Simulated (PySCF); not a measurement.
BeClHO. Atoms are numbered in the order given.

```xyz
4

Be     0.0111     0.5853     0.0000
Cl    -0.0083    -1.2321     0.0000
O      0.0859     1.9927     0.0000
H     -0.5895     2.6624     0.0000
```

Geometry: PBE0-D3(BJ)/def2-TZVP. One conformer was computed; it need not be the lowest.

Method: TDA-LC-ωPBE/def2-TZVPD (PySCF).

Vertical excitations. Gas-phase values at a fixed geometry. State labels are in the subgroup Cs.

```
state  symmetry  energy (eV)  λ (nm)      f                                                                      main pairs
-----  --------  -----------  ------  -----  ------------------------------------------------------------------------------
S1           A"         7.89     157  0.002                                                HOMO→LUMO 65 %, HOMO−2→LUMO 15 %
S2           A'         8.21     151  0.018                                                                HOMO−1→LUMO 67 %
S3           A"         8.58     144  0.152                               HOMO−2→LUMO 50 %, HOMO→LUMO+3 19 %, HOMO→LUMO 8 %
S4           A"         8.67     143  0.022           HOMO→LUMO+1 33 %, HOMO→LUMO+7 29 %, HOMO→LUMO+5 21 %, HOMO−2→LUMO 5 %
S5           A'         8.77     141  0.151                                            HOMO−3→LUMO 67 %, HOMO−1→LUMO+3 10 %
S6           A'         8.92     139  0.005      HOMO→LUMO+8 21 %, HOMO−1→LUMO+7 18 %, HOMO−1→LUMO+1 18 %, HOMO→LUMO+2 16 %
S7           A"         9.09     136  0.000                      HOMO−1→LUMO+8 48 %, HOMO−1→LUMO+2 36 %, HOMO−1→LUMO+6 13 %
S8           A"         9.35     133  0.000   HOMO−2→LUMO+7 32 %, HOMO−2→LUMO+5 24 %, HOMO−2→LUMO+1 21 %, HOMO−2→LUMO+3 9 %
S9           A'         9.67     128  0.015  HOMO−2→LUMO+2 13 %, HOMO−3→LUMO+7 13 %, HOMO−2→LUMO+8 11 %, HOMO−3→LUMO+5 11 %
S10          A'         9.84     126  0.020       HOMO−4→LUMO 20 %, HOMO→LUMO+2 15 %, HOMO−1→LUMO+1 12 %, HOMO−2→LUMO+8 7 %
T1           A"         7.53     165      0                                                HOMO→LUMO 52 %, HOMO−2→LUMO 23 %
T2           A'         7.88     157      0                                              HOMO−1→LUMO 60 %, HOMO−3→LUMO 10 %
T3           A"         8.12     153      0                              HOMO−2→LUMO 42 %, HOMO→LUMO 16 %, HOMO→LUMO+3 14 %
T4           A'         8.23     151      0                        HOMO−3→LUMO 41 %, HOMO−1→LUMO+3 11 %, HOMO−1→LUMO+7 11 %
```
Triplets are in the Tamm–Dancoff approximation.
